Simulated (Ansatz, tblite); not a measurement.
Cost and result up the ladder for Li3Te⁺ (the lowest singlet isomer of a short search) (4 atoms). The state is a singlet with charge 1. Geometry: PBE0-D4/def2-TZVP.

| atom | x (Å) | y (Å) | z (Å) |
| --- | --- | --- | --- |
| Li1 | -1.311 | -1.835 | 0.857 |
| Li2 | -0.892 | 2.240 | 0.087 |
| Li3 | 1.927 | -0.458 | -1.377 |
| Te4 | 0.276 | 0.053 | 0.433 |

Ansatz on 4 threads of Arm Neoverse V2 on a shared host; xTB runs through tblite on one thread. Times are rough, summed over both states, and most runs start from the orbitals of an earlier one. CCSD(T)/def2-TZVPP serves as the yardstick here, not as an exact answer. The other state is a triplet at its own geometry, which has other bonds, so the gap mixes isomer and spin.

In the def2 sets Te takes a core potential; there is no spin–orbit coupling. The xTB rows come from tblite. LC-ωPBE has ω = 0.4 bohr⁻¹. Correlated methods freeze 4 core orbitals; core or outer-core shells of Li, Te are correlated, in sets that lack core-valence functions. The structure comes from a short search, and lower isomers may exist.

Correlated methods converge slowly with the basis.

xTB has no spin-polarisation term.

```json
{"level": "GFN1-xTB", "functions": "21", "wall time": "0.004 s", "triplet − singlet (eV)": "3.12", "difference from CCSD(T)/def2-TZVPP (eV)": "0.44"}
{"level": "GFN2-xTB", "functions": "21", "wall time": "0.004 s", "triplet − singlet (eV)": "1.75", "difference from CCSD(T)/def2-TZVPP (eV)": "-0.93"}
{"level": "LDA (SPW92)/def2-TZVP", "functions": "92", "wall time": "0.75 s", "triplet − singlet (eV)": "2.94", "difference from CCSD(T)/def2-TZVPP (eV)": "0.26"}
{"level": "MP2/def2-TZVP", "functions": "92", "wall time": "0.9 s", "triplet − singlet (eV)": "2.83", "difference from CCSD(T)/def2-TZVPP (eV)": "0.15"}
{"level": "PBE-D4/def2-TZVP", "functions": "92", "wall time": "1.5 s", "triplet − singlet (eV)": "2.62", "difference from CCSD(T)/def2-TZVPP (eV)": "-0.07"}
{"level": "BLYP-D4/def2-TZVP (with forces)", "functions": "92", "wall time": "1.7 s", "triplet − singlet (eV)": "2.62", "difference from CCSD(T)/def2-TZVPP (eV)": "-0.06"}
{"level": "B2PLYP/def2-TZVP", "functions": "92", "wall time": "2.5 s", "triplet − singlet (eV)": "2.76", "difference from CCSD(T)/def2-TZVPP (eV)": "0.08"}
{"level": "RPA@PBE/def2-TZVP", "functions": "92", "wall time": "2.5 s", "triplet − singlet (eV)": "2.59", "difference from CCSD(T)/def2-TZVPP (eV)": "-0.09"}
{"level": "LC-ωPBE/def2-TZVP", "functions": "92", "wall time": "2.6 s", "triplet − singlet (eV)": "2.66", "difference from CCSD(T)/def2-TZVPP (eV)": "-0.03"}
{"level": "CAM-B3LYP-D4/def2-TZVP", "functions": "92", "wall time": "2.6 s", "triplet − singlet (eV)": "2.74", "difference from CCSD(T)/def2-TZVPP (eV)": "0.06"}
{"level": "PBE0-D4/def2-TZVP", "functions": "92", "wall time": "3 s", "triplet − singlet (eV)": "2.66", "difference from CCSD(T)/def2-TZVPP (eV)": "-0.02"}
{"level": "r2SCAN-D4/def2-TZVP", "functions": "92", "wall time": "3.2 s", "triplet − singlet (eV)": "2.70", "difference from CCSD(T)/def2-TZVPP (eV)": "0.01"}
{"level": "CCSD(T)/def2-TZVPP", "functions": "107", "wall time": "16 s", "triplet − singlet (eV)": "2.68", "difference from CCSD(T)/def2-TZVPP (eV)": "0.00"}
```
